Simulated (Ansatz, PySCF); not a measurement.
Reaction (SMILES): CC(C)CCO + 4 C (CH4) → 4 CC (C2H6) + CO (CH4O) [methanol]
Structures are relaxed separately at B3LYP-D3(BJ)/def2-TZVP in Ansatz (a program for electronic structure), one conformer each, not searched for the lowest.
Geometry of the first species:
```xyz
18

C     -2.0355     0.9496     0.7104
C     -0.9011    -0.0693     0.5970
C     -1.4080    -1.3676    -0.0351
C      0.2782     0.5358    -0.1727
C      1.5162    -0.3390    -0.2177
O      2.5600     0.4114    -0.8379
H     -2.4179     1.2131    -0.2796
H     -1.6967     1.8691     1.1917
H     -2.8682     0.5502     1.2930
H     -0.5554    -0.3002     1.6121
H     -2.2722    -1.7535     0.5096
H     -1.7168    -1.1960    -1.0702
H     -0.6467    -2.1488    -0.0395
H     -0.0304     0.7642    -1.1980
H      0.5608     1.4865     0.2877
H      1.8025    -0.6282     0.8026
H      1.3215    -1.2571    -0.7829
H      3.3400    -0.1469    -0.9143
```
Charge 0, spin multiplicity 1.

Quantity: bond separation energy (enthalpy at 298 K, with B3LYP-D3(BJ) rigid-rotor harmonic-oscillator terms from PySCF), in kcal/mol. Cores are frozen in the correlated levels unless marked. No spin-orbit coupling. Non-relativistic. CBS(X,Y): correlation extrapolated as X^-3; Hartree-Fock from the larger set. The bracket is a focal-point correction in the basis named.

From measured enthalpies of formation at 298 K: 15.1 kcal/mol (CC(C)CCO -71.9, CRC Handbook; C (CH4) -17.8, ATcT 1.112; CC (C2H6) -20.0, ATcT 1.112; CO (CH4O) -48.0, ATcT 1.112). It holds spin-orbit effects, and any other conformers, which the calculations lack, and core correlation, which the frozen-core levels lack. This is an older compilation, not checked against later work.

```csv
level,program,bond separation energy (kcal/mol),error against measurement
PBE0-D4/def2-TZVPD,Ansatz + dftd4,12.3,-2.8
BHLYP-D3(BJ)/def2-TZVPD,Ansatz + dftd3,12.1,-3.0
BHLYP-D4/def2-TZVPD,Ansatz + dftd4,12.1,-3.0
r2SCAN0-D4/def2-TZVPD,Ansatz + dftd4,13.4,-1.7
RI-MP2/cc-pVQZ,Ansatz,15.6,0.5
"RI-MP2/CBS(cc-pVTZ,cc-pVQZ)",Ansatz,15.8,0.7
"RI-MP2/CBS(cc-pVTZ,cc-pVQZ)+[CCSD(T)-MP2]/cc-pVTZ",Ansatz,14.5,-0.6
```
